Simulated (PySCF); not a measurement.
C4H11In, SMILES C[CH2][In]([CH3])[CH3].

Geometry: PBE0-D3(BJ)/def2-SVP. The isomer is the one that the SMILES or the coordinates give; other isomers of the formula were not compared. The def2 effective core potentials stand for the cores of In; spin–orbit coupling is left out. Other conformers were not sampled.

Calculation: TDA-PBE/def2-SVPD in PySCF.

Vertical excitations. The molecule is in vacuum.

| state | energy (eV) | λ (nm) | f | main pairs |
|---|---|---|---|---|
| S1 | 4.01 | 309 | 0.000 | HOMO→LUMO 100 % |
| S2 | 4.37 | 284 | 0.000 | HOMO−1→LUMO 100 % |
| S3 | 4.91 | 253 | 0.070 | HOMO→LUMO+1 93 % |
| S4 | 5.29 | 234 | 0.080 | HOMO−1→LUMO+1 93 % |
| S5 | 5.91 | 210 | 0.025 | HOMO→LUMO+2 98 % |
| S6 | 6.16 | 201 | 0.004 | HOMO→LUMO+3 95 % |
| S7 | 6.30 | 197 | 0.042 | HOMO−1→LUMO+2 94 % |
| S8 | 6.43 | 193 | 0.002 | HOMO−2→LUMO 91 % |
| S9 | 6.50 | 191 | 0.024 | HOMO−1→LUMO+3 98 % |
| S10 | 6.76 | 183 | 0.149 | HOMO→LUMO+4 54 %, HOMO→LUMO+7 21 % |
| T1 | 3.78 | 328 | 0 | HOMO→LUMO 100 % |
| T2 | 4.14 | 300 | 0 | HOMO−1→LUMO 100 % |
| T3 | 4.46 | 278 | 0 | HOMO→LUMO+1 98 % |
| T4 | 4.82 | 257 | 0 | HOMO−1→LUMO+1 98 % |
Triplets are in the Tamm–Dancoff approximation.
